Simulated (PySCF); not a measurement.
A GIAO shielding run with PySCF 2.14 (density fitting, non-relativistic, gas phase) on SMILES [SiH2](NC(C)C)NC=O, C4H12N2OSi:

```
$ OMP_NUM_THREADS=1 python probes_run.py task.json out

{"job": {"kind": "nmr", "xc": "PBE0", "basis": "pcSseg-1"}, "charge": 0, "multiplicity": 1}
C     -2.225497    -0.839893    -0.427970
C     -1.402900     0.348773     0.070232
C     -2.053418     1.669673    -0.338026
N     -0.043032     0.304907    -0.420173
Si     1.178918    -0.606967     0.362817
N      2.598008    -0.150004    -0.568672
C      3.761392    -0.633549    -0.125661
O      3.839727    -1.362029     0.833059
H     -1.750436    -1.769834    -0.128038
H     -3.230450    -0.808125    -0.015428
H     -2.295006    -0.819033    -1.513725
H     -1.340426     0.298960     1.160892
H     -2.144737     1.726184    -1.421251
H     -3.044587     1.756175     0.098701
H     -1.445842     2.504143     0.001898
H     -0.023718     0.393047    -1.426844
H      1.290365    -0.097490     1.724741
H      1.075458    -2.067896     0.301862
H      2.600435     0.483163    -1.350512
H      4.650598    -0.319527    -0.704961
```

Hardware: 1 thread of an Arm Neoverse V2, shared host. The job also computes population analyses, field gradients.

Q: How large is the calculation?

A: 72 electrons, 203 basis functions and 1066 auxiliary functions.

Q: How long does it take, and how much memory does it need?

A: 32 s of wall time, with 14 SCF cycles and 5 response iterations; peak memory 0.97 GiB. Times on a shared host scatter by some tens of per cent.
